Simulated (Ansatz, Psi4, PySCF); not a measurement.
C₂H₃O₂ (SMILES [CH2]C(=O)O), doublet, at a GFN2-xTB geometry, atoms displaced at random by about 0.08 Å a coordinate. Base run: PySCF with R2SCAN/STO-3G, gradient.

Here is a job for PySCF.
```python
from pyscf import gto, scf, dft

mol = gto.Mole()
mol.atom = '''
    C     0.16847830   -0.04551997   -0.02256344
    O     0.20326158    1.25801242   -0.63129392
    O    -1.11420841   -0.29929102    0.41808747
    H    -1.68865752    0.68512065    0.36160324
    C     0.82103489   -0.88645962    0.11804264
    H     0.80902111   -1.80233778    0.55572864
    H     1.99863625   -0.91715679   -0.37663223
'''
mol.basis = 'sto-3g'
mol.spin = 1
mol.verbose = 4
mol.build()

mf = dft.UKS(mol)
mf.xc = 'r2scan'
mf.kernel()
g = mf.nuc_grad_method()
grad = g.kernel()
```

Programs used: Ansatz (a first-principles code), Psi4, PySCF; a row that names a program was run with it.

The coordinate followed is z of atom 2.

Each row names what was changed in the base input (with any setting that the change needs).

```json
[
 {"change": "base", "dE/dx (Eh/bohr)": "-0.007755", "net force (Eh/bohr)": "0.001280"},
 {"change": "finite difference step (bohr) = 0.05; conv_tol = 1e-11", "dE/dx (Eh/bohr)": "-0.007824", "net force (Eh/bohr)": "-"},
 {"change": "grids.level = 1; grid_response = off", "dE/dx (Eh/bohr)": "-0.008066", "net force (Eh/bohr)": "0.008343"},
 {"change": "code = psi4", "dE/dx (Eh/bohr)": "-0.008193", "net force (Eh/bohr)": "0.000813"},
 {"change": "finite difference step (bohr) = 0.01; conv_tol = 1e-11", "dE/dx (Eh/bohr)": "-0.007817", "net force (Eh/bohr)": "-"},
 {"change": "conv_tol = 1e-4", "dE/dx (Eh/bohr)": "-0.007742", "net force (Eh/bohr)": "0.001245"},
 {"change": "grids.level = 1; grid_response = on", "dE/dx (Eh/bohr)": "-0.007825", "net force (Eh/bohr)": "0.000000"},
 {"change": "code = ansatz", "dE/dx (Eh/bohr)": "-0.007778", "net force (Eh/bohr)": "0.000000"},
 {"change": "density fitting = on", "dE/dx (Eh/bohr)": "-0.007751", "net force (Eh/bohr)": "0.001280"},
 {"change": "density fitting = on; auxbasis_response = off", "dE/dx (Eh/bohr)": "-0.006889", "net force (Eh/bohr)": "0.003054"},
 {"change": "finite difference step (bohr) = 1e-4; conv_tol = 1e-11", "dE/dx (Eh/bohr)": "-0.007816", "net force (Eh/bohr)": "-"},
 {"change": "finite difference step (bohr) = 1e-3; conv_tol = 1e-11", "dE/dx (Eh/bohr)": "-0.007816", "net force (Eh/bohr)": "-"}
]
```

The net force is zero for an exact gradient.

Open shells are given as the SCF converged; they aren't shown to be the lowest states, and a large step between rows can be another state.
